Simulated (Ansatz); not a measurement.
Molecule: C2H3O, charge 0, multiplicity 2. It need not be the lowest isomer of its formula. 
Geometry from a B3LYP-D3(BJ)/def2-TZVP (Ansatz, a quantum-chemistry and plane-wave program) optimisation:
```
C
C 1 1.3068
O 1 1.3690 2 124.03
H 3 0.9622 1 109.19 2 -180.00
H 2 1.0734 1 137.80 3 -180.00
H 1 1.0926 2 120.40 5 0.00
```
Charge 0, spin multiplicity 2.

Total electronic energies in hartree. Correlated levels leave the core frozen unless marked. UHF or UKS for open shells. Spin-orbit coupling is left out. Non-relativistic. Basis-set limits of correlation are two-point, X^-3; Hartree-Fock from the larger set. [CCSD(T)-MP2]/basis is that difference in the basis named.

The UHF reference is spin-contaminated (<S^2> 0.18 over the pure value in the largest basis). 

```
level                                                     program  energy (Eh)
-------------------------------------------------  --------------  -----------
HF/cc-pVQZ                                                 Ansatz   -152.31532
B3LYP-D4/def2-TZVPD                                Ansatz + dftd4   -153.19299
PBE0-D4/def2-TZVP                                  Ansatz + dftd4   -153.00751
CAM-B3LYP-D3(BJ)/def2-TZVPD                        Ansatz + dftd3   -153.11756
MP2/cc-pVTZ                                                Ansatz   -152.82285
RI-MP2/aug-cc-pVTZ                                         Ansatz   -152.83572
RI-MP2/CBS(aug-cc-pVTZ,aug-cc-pVQZ)                        Ansatz    -152.9023
CCSD(T)/6-31G*                                             Ansatz   -152.67730
RI-MP2/CBS(cc-pVTZ,cc-pVQZ)+[CCSD(T)-MP2]/cc-pVTZ          Ansatz    -152.9531
```

Totals of different functionals don't rank their quality; only differences between species are comparable.
